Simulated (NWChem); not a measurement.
BH2Se2F; SMILES FB([SeH])[SeH]

```xyz
6

B      0.6400     0.0072     0.0000
F      1.9663     0.0401     0.0000
Se    -0.3093    -1.7124     0.0000
H      0.9367    -2.5146     0.0000
Se    -0.2843     1.7403     0.0000
H     -1.6507     1.1708     0.0000
```
Atoms are numbered in this order, from 1.

Program: NWChem. Coordinates come from a B3LYP/6-31G* (spherical d) optimisation. Vertical excitations in the gas phase; the lowest state need not have the same character in each row.

Task: Order these by “lowest excitation, singlet (eV)”, lowest first: Hartree-Fock/def2-SVP, CIS; B3LYP/def2-SVP, TDA; PBE/def2-SVP, TDA.

Result: PBE/def2-SVP, TDA (5.05), B3LYP/def2-SVP, TDA (5.36), Hartree-Fock/def2-SVP, CIS (6.16)
